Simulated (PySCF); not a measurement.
# Polarisability and C₆ of Os²⁺ (osmium, charge +2)

[Xe] 4f14 5d6, high-spin 5D determinant. Computed with PySCF 2.14 in aug-cc-pVTZ-PP with one added diffuse shell each of s, p, d, f, g type with ECP60MDF (7s7p6d4f3g, 113 functions), with a scalar-relativistic core potential. Coupled (time-dependent) response in atomic units; α is the mean over directions.

```json
{"method": "PBE0", "mean α (bohr³)": "11.25", "α xx, yy, zz": "11.49, 11.49, 10.75", "C₆ (like pair)": "71.30", "S(−4)": "37.73"}
```

S(−4) is the Cauchy moment in α(ω) = α(0) + S(−4) ω² + …

Spin-orbit coupling is absent.

α(iu) at PBE0:

```json
{"u (hartree)": "0", "α(iu) (bohr³)": "11.25"}
{"u (hartree)": "0.0500", "α(iu) (bohr³)": "11.15"}
{"u (hartree)": "0.100", "α(iu) (bohr³)": "10.89"}
{"u (hartree)": "0.200", "α(iu) (bohr³)": "10.02"}
{"u (hartree)": "0.300", "α(iu) (bohr³)": "8.994"}
{"u (hartree)": "0.500", "α(iu) (bohr³)": "7.152"}
{"u (hartree)": "0.750", "α(iu) (bohr³)": "5.490"}
{"u (hartree)": "1.00", "α(iu) (bohr³)": "4.334"}
{"u (hartree)": "1.50", "α(iu) (bohr³)": "2.879"}
{"u (hartree)": "2.00", "α(iu) (bohr³)": "2.034"}
{"u (hartree)": "3.00", "α(iu) (bohr³)": "1.151"}
{"u (hartree)": "5.00", "α(iu) (bohr³)": "0.4998"}
```

A single London oscillator, α(iu) = α/(1 + u²/ω²), gives C₆ = (3/4) ω α². Matching the computed C₆ needs ω = 4 × 71.30 / (3 × 11.25²) = 0.751 hartree.

For an ion, C₆ is the dispersion term alone; charge-induced terms of lower order in 1/R come first.

The components differ because the open shell of this determinant is not spherical; for a pure term their mean is the scalar polarisability.

Energies and moments cover only the electrons outside the core potential. Spin-orbit coupling, absent here, splits the open shell strongly.
